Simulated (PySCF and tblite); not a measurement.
The numbers below are computed, except where a source is named.
## Dynamics report: rearrangement

System: C₅H₅F₃Si, numbered as in [F:1][Si:2]([F:3])([F:4])[CH:5]1[CH:6]=[CH:7][CH:8]=[CH:9]1.

Motion: shift of Si2 from C5 to C9. Geometries: PBE0-D3(BJ)/def2-SVP; energies: PBE0/pcSseg-1 + D3(BJ), IEF-PCM chloroform; zero-point and thermal terms from GFN2-xTB harmonic modes (soft modes blended into free rotors). Rates follow Eyring's equation with the number of equivalent paths and no tunnelling. Shieldings: GIAO at the same DFT level; methyl-like tops are averaged, other torsions stay as in the two minima; line shapes leave out couplings. Programs: tblite and PySCF.

```json
{"point": "start", "symmetry": "Cs", "E(GFN2) kcal/mol": "0.0", "E(DFT) kcal/mol": "0.0", "ZPE change kcal/mol": "0.00", "lowest mode cm⁻¹": "31", "dipole D": "2.54"}
{"point": "saddle", "symmetry": "Cs", "E(GFN2) kcal/mol": "13.6", "E(DFT) kcal/mol": "12.7", "ZPE change kcal/mol": "-0.45", "lowest mode cm⁻¹": "257i", "dipole D": "3.16"}
{"point": "end", "symmetry": "Cs", "E(GFN2) kcal/mol": "0.0", "E(DFT) kcal/mol": "0.0", "ZPE change kcal/mol": "0.00", "lowest mode cm⁻¹": "30", "dipole D": "2.54"}
```

- Electronic barrier: 12.7 kcal/mol
- Barrier with zero-point energy: 12.2 kcal/mol
- ΔH‡ (298 K): 11.7 kcal/mol
- ΔS‡ (298 K, symmetry apart): -4.3 cal/(mol K)
- Paths: 2 equivalent paths
- End point: the same structure with atoms interchanged, or its mirror image
- Mean lifetime of the start against this motion at 298 K: 280 µs
- Cost: 5.3 min on 1 thread of Arm Neoverse V1, shared host (rough), peak memory 1 GiB, launched as `OMP_NUM_THREADS=1 python ens_run.py task.json out`

```
T/K  ΔG‡ kcal/mol    k s⁻¹
200          12.7     0.11
250          12.9       59
298          13.0     3530
350          13.2  8.4×10⁴
400          13.4  8.3×10⁵
```

ΔG and ΔG‡ leave out symmetry numbers and mirror images; rates count paths: 2 out.

Sites that the motion interchanges:

| nucleus | site | ppm | scale |
| --- | --- | --- | --- |
| ¹³C | C5 | 49.2 | δ against TMS |
| ¹³C | C6, C9 | 135.7 | δ against TMS |
| ¹³C | C7, C8 | 146.2 | δ against TMS |
| ¹H | H on C5 | 4.12 | δ against TMS |
| ¹H | H on C6, H on C9 | 6.84 | δ against TMS |
| ¹H | H on C7, H on C8 | 7.35 | δ against TMS |

| nucleus | sites | ¹H MHz | spread Hz | coalescence K | k there s⁻¹ |
| --- | --- | --- | --- | --- | --- |
| ¹³C | C5 / C6, C9 / C7, C8 | 300 | 7320 | 319 | 1.4×10⁴ |
| ¹³C | C5 / C6, C9 / C7, C8 | 360 | 8784 | 322 | 1.7×10⁴ |
| ¹³C | C5 / C6, C9 / C7, C8 | 700 | 17079 | 333 | 3.3×10⁴ |
| ¹H | H on C5 / H on C6, H on C9 / H on C7, H on C8 | 300 | 968 | 289 | 1770 |
| ¹H | H on C5 / H on C6, H on C9 / H on C7, H on C8 | 360 | 1162 | 291 | 2120 |
| ¹H | H on C5 / H on C6, H on C9 / H on C7, H on C8 | 700 | 2259 | 300 | 4110 |
